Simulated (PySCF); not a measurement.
C3H8NO, charge +1. Atoms are numbered in the order given.

```xyz
13

C     -0.4511     1.6115    -0.3137
N     -0.2545     0.3170     0.4071
C     -1.3207    -0.6837     0.1297
C      1.1395    -0.2333     0.1054
O      1.2653    -1.3005    -0.3613
H     -0.4518     1.4138    -1.3933
H      0.3610     2.3034    -0.0545
H     -1.4138     2.0411    -0.0108
H     -0.2569     0.5239     1.4169
H     -1.3144    -0.9167    -0.9415
H     -1.1171    -1.5959     0.7023
H     -2.2844    -0.2505     0.4222
H      1.9304     0.4987     0.3715
```
Charge +1, spin multiplicity 1.

Geometry optimised at PBE0-D3(BJ)/def2-SVP. The isomer is the one that the SMILES or the coordinates give; other isomers of the formula were not compared. One conformer was computed; it need not be the lowest.

Method: B3LYP/def2-TZVP in PySCF.

ESP charges are fitted to the potential on shells at 1.4 to 2.0 van der Waals radii. Atomic charges (e):

```json
[
 {"atom": "C1", "Löwdin": "-0.23", "ESP fit": "-0.47"},
 {"atom": "N2", "Löwdin": "0.19", "ESP fit": "0.09"},
 {"atom": "C3", "Löwdin": "-0.23", "ESP fit": "-0.44"},
 {"atom": "C4", "Löwdin": "-0.25", "ESP fit": "0.37"},
 {"atom": "O5", "Löwdin": "0.26", "ESP fit": "-0.25"},
 {"atom": "H6", "Löwdin": "0.15", "ESP fit": "0.24"},
 {"atom": "H7", "Löwdin": "0.14", "ESP fit": "0.20"},
 {"atom": "H8", "Löwdin": "0.15", "ESP fit": "0.22"},
 {"atom": "H9", "Löwdin": "0.24", "ESP fit": "0.30"},
 {"atom": "H10", "Löwdin": "0.15", "ESP fit": "0.22"},
 {"atom": "H11", "Löwdin": "0.15", "ESP fit": "0.21"},
 {"atom": "H12", "Löwdin": "0.14", "ESP fit": "0.21"},
 {"atom": "H13", "Löwdin": "0.15", "ESP fit": "0.12"}
]
```

Computed Mayer and Wiberg (Löwdin basis) orders of the bonds:
```tsv
bond	Mayer	Wiberg
C1–N2	0.90	1.18
N2–C3	0.90	1.19
N2–C4	0.82	1.08
C4–O5	2.22	2.92
C1–H6	0.95	0.91
C1–H7	0.95	0.91
C1–H8	0.95	0.91
N2–H9	0.87	0.80
C3–H10	0.95	0.91
C3–H11	0.94	0.91
C3–H12	0.94	0.91
C4–H13	0.92	0.86
```
